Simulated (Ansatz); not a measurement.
Frontier orbitals of C$_{2}$H$_{6}$BN (`[BH3-]C#[N+]C`).

Cartesian coordinates in Å:
```
B -0.675 0.076 1.956
C -0.176 0.020 0.506
N 0.200 -0.022 -0.586
C 0.660 -0.074 -1.914
H -1.406 1.041 2.024
H -1.261 -0.968 2.150
H 0.315 0.190 2.648
H 0.272 0.779 -2.471
H 1.751 -0.045 -1.927
H 0.320 -0.997 -2.385
```

Charge 0, multiplicity 1. Geometry: relaxed with PBE0-D4/def2-TZVP. Basis def2-TZVPP, the Gaussian-basis code of Ansatz.

| functional | HOMO (eV) | LUMO (eV) | gap (eV) |
| --- | --- | --- | --- |
| LDA (SPW92) | -6.90 | -1.25 | 5.65 |
| PBE | -6.83 | -1.10 | 5.73 |
| revPBE | -6.80 | -1.03 | 5.77 |
| PBE0 | -8.10 | -0.09 | 8.01 |
| BHLYP | -9.32 | 0.98 | 10.30 |
| ωB97X-V | -10.48 | 2.14 | 12.62 |
| ωB97M-V | -10.33 | 1.72 | 12.05 |

Task: What is the vertical ionisation energy at frozen-core CCSD(T)/CBS(def2)? (Best estimate.)

Result: Ansatz gave: 10.69 eV (T1 of the cation 0.029).

From PBE to PBE0 the HOMO moves by −1.27 eV and the LUMO by +1.01 eV, and with ωB97M-V by −3.50 and +2.82 eV, so the gap grows from 5.73 to 12.05 eV with exact exchange. A positive LUMO is unbound and depends on the basis. −ε(HOMO) differs from that ionisation energy by −3.86 eV with PBE and −0.36 eV with ωB97M-V.
